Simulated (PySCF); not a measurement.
Working out the ionisation energy of Cs

Cs [Xe] 6s1 (2S) → Cs⁺ [Xe] (1S). All numbers are calculated (PySCF 2.14, the spin-free X2C one-electron Hamiltonian (Gaussian nucleus), in x2c-QZVPPall). Frozen: [Kr] 4d10. Energies in hartree (1 hartree = 27.21139 eV):

| part | Cs (lower) | Cs⁺ (upper) |
| --- | --- | --- |
| UHF | -7783.130370 | -7783.002582 |
| MP2 opposite-spin | -0.132650 | -0.125535 |
| MP2 same-spin | -0.043914 | -0.037902 |

Q: What does Hartree-Fock give?

A: (-7783.002582) − (-7783.130370) = 0.127788 hartree = 3.477 eV.

Q: What do MP2 and SCS-MP2 (6/5 opposite-spin, 1/3 same-spin) give?

A: The opposite-spin parts differ by 0.194 eV and the same-spin parts by 0.164 eV. MP2: 3.477 + (0.194) + (0.164) = 3.835 eV. SCS-MP2: 3.477 + 1.2 × (0.194) + (0.164)/3 = 3.764 eV.

Measured between the centres of the two terms (NIST): 3.894 eV, so MP2 (valence and next inner shell) is off by -0.059 eV.

What remains against the reference includes basis incompleteness, the frozen core and correlation beyond second order.
